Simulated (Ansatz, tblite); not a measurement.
Forces on the cluster Al4H5⁺ at its B3LYP-D4/def2-SVP geometry. The state is a singlet with charge 1.

The xTB rows come from tblite. The restricted singlet is unstable towards broken spin symmetry in Hartree–Fock (as tested in another run); at PBE-D4/def2-TZVP this wasn't settled. The structure comes from a short search, and lower isomers may exist.

GFN1-xTB (tblite), largest force 2.10 eV/Å:

```xyz
9
positions Å, forces eV/Å
Al   -0.506   -0.272    0.744    1.474    0.583   -1.379
Al   -1.900   -1.124    3.166   -0.215   -0.125    0.351
Al   -0.919    0.341   -1.765   -1.548   -0.152   -0.268
Al    1.472    0.480   -0.997   -0.130   -0.107    0.328
H    -0.880   -1.727    1.459   -0.344   -0.773    0.398
H     0.299    1.634   -1.539    0.502    0.530    0.046
H     3.025    0.706   -1.005    0.142    0.019    0.007
H     0.610   -0.522   -2.116    0.626   -0.330   -0.185
H    -1.200    0.485    2.053   -0.507    0.355    0.701
```

GFN2-xTB (tblite), largest force 1.59 eV/Å:

```
Al 0.288 0.178 -0.508
Al 0.111 0.067 -0.190
Al -1.501 -0.079 -0.513
Al 0.755 -0.066 0.653
H -0.033 -0.193 0.330
H 0.092 0.386 -0.064
H 0.162 -0.017 0.150
H 0.186 -0.265 -0.239
H -0.060 -0.011 0.379
```

PBE-D4/def2-TZVP (Ansatz), largest force 0.18 eV/Å:

```
Al 0.006 0.048 -0.177
Al 0.046 0.029 -0.083
Al -0.027 -0.022 0.067
Al -0.041 -0.022 0.059
H -0.026 -0.157 0.070
H -0.040 0.100 -0.011
H 0.156 0.023 -0.001
H -0.013 -0.088 -0.061
H -0.062 0.089 0.136
```
